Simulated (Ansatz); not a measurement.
`BN([SiH2]C)C(C)(C)C` at its PBE0-D4/def2-TZVP geometry, where that method's forces vanish. Charge 0, multiplicity 1.

```
atom   x (Å)   y (Å)   z (Å)
  B1   1.333   0.745   1.373
  N2   0.250   0.352   0.588
 Si3  -1.006  -0.467   1.526
  C4  -0.480  -2.184   2.021
  C5   0.131   0.522  -0.879
  C6  -1.019   1.482  -1.179
  C7  -0.142  -0.840  -1.517
  C8   1.408   1.089  -1.480
  H9   1.266   0.520   2.553
 H10   2.307   1.279   0.934
 H11  -1.313   0.348   2.728
 H12  -2.252  -0.555   0.716
 H13   0.430  -2.148   2.625
 H14  -1.263  -2.670   2.611
 H15  -0.283  -2.802   1.142
 H16  -1.966   1.106  -0.790
 H17  -1.129   1.618  -2.257
 H18  -0.824   2.457  -0.727
 H19  -1.070  -1.281  -1.145
 H20   0.679  -1.530  -1.310
 H21  -0.240  -0.738  -2.600
 H22   1.282   1.174  -2.561
 H23   1.635   2.081  -1.086
 H24   2.266   0.442  -1.285
```

For each bond, give half the difference of the two atoms' forces along it (eV/Å; positive pushes the atoms apart) under PBE-D4, r2SCAN-D4, B3LYP-D4, ωB97M-V in def2-TZVPP. (Best estimate.)

Ansatz gave: 
```
  bond  length (Å)  PBE-D4  r2SCAN-D4  B3LYP-D4  ωB97M-V
 B1–H9       1.203   -0.01      -0.07     -0.12    -0.10
B1–H10       1.194    0.00      -0.09     -0.15    -0.14
Si3–C4       1.863   -0.04      -0.01      0.11     0.04
C4–H14       1.093    0.11      -0.01     -0.04    -0.04
C4–H15       1.092    0.10      -0.01     -0.05    -0.03
 C5–C6       1.528    0.02       0.06      0.12     0.07
 C5–C7       1.528    0.02       0.06      0.12     0.07
 C5–C8       1.521   -0.01       0.04      0.11     0.08
C6–H16       1.091    0.09      -0.05     -0.09    -0.07
C6–H17       1.093    0.10      -0.03     -0.07    -0.06
C6–H18       1.092    0.09      -0.03     -0.07    -0.06
C7–H19       1.093    0.09      -0.04     -0.10    -0.07
C7–H21       1.092    0.10      -0.04     -0.08    -0.06
C8–H22       1.092    0.10      -0.04     -0.08    -0.07
```

B3LYP here is the variant with VWN-RPA as its local correlation; programs differ in this.
